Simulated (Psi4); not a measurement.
F$_{3}$In, charge -1, doublet, at a GFN2-xTB geometry (such geometries of metal compounds can be far from the true shape) (a state made from the parent by changing its charge; the spin is typed, not shown lowest) (all electrons, no relativity) (a gas-phase anion, which may not be bound at this level). Base run: PBE/3-21G run with Psi4.

The Psi4 input:
```
memory 2 GB

molecule mol {
-1 2
In   -0.000000    0.000000   -0.000000
F    -1.950035   -1.186068    0.034914
F     0.017638    2.144580   -0.781715
F     1.932396   -0.958511    0.746802
}

set {
  basis 3-21g
  reference uks
  scf_type pk
}

energy('pbe')
print_variables()
```

Variants of this job, named by their change:

```tsv
change	ΔE vs base (mEh)	SCF cycles	grid points	basis functions
base	0.000	10	87340	60
dft_nuclear_scheme = becke	0.009	10	86859	60
dft_radial_points = 50	12.690	10	58857	60
basis_guess = true	0.000	1	87340	60
cholesky_tolerance = 1e-6 (with scf_type cd)	-0.015	10	87340	60
dft_radial_points = 35	-401.2	10	41277	60
dft_radial_points = 150	-0.462	10	174089	60
guess = sadno	0.000	11	87340	60
puream = false	0.000	10	87340	60
dft_spherical_points = 974	0.006	9	280573	60
d_convergence = 1e-8	0.000	13	87340	60
d_convergence = 1e-4	0.000	8	87340	60
```

Open shells are given as the SCF converged; they aren't shown to be the lowest states, and a large step between rows can be another state.

A gas-phase anion may not be bound at this level; its values then depend on the basis.
